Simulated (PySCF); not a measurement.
H₃N, SMILES [NH3+], charge +1, multiplicity 2. Atoms are numbered in the order given.

```xyz
4

N      0.0000     0.0000     0.0000
H      1.0241     0.0000     0.0000
H     -0.5121     0.8869     0.0000
H     -0.5121    -0.8869     0.0000
```
Charge +1, spin multiplicity 2.

Coordinates come from a PBE0-D3(BJ)/def2-TZVPD optimisation.

These are ωB97X/def2-TZVPD (PySCF) values and carry that method's errors.

Mulliken values depend strongly on the basis, most of all with diffuse functions as here. ESP charges are fitted to the potential on shells at 1.4 to 2.0 van der Waals radii. Atomic charges (e):

```json
[
 {"atom": "N1", "ESP fit": "-0.26", "meta-Löwdin": "-0.05", "Mulliken spin": "0.99"},
 {"atom": "H2", "ESP fit": "0.42", "meta-Löwdin": "0.35", "Mulliken spin": "0.00"},
 {"atom": "H3", "ESP fit": "0.42", "meta-Löwdin": "0.35", "Mulliken spin": "0.00"},
 {"atom": "H4", "ESP fit": "0.42", "meta-Löwdin": "0.35", "Mulliken spin": "0.00"}
]
```
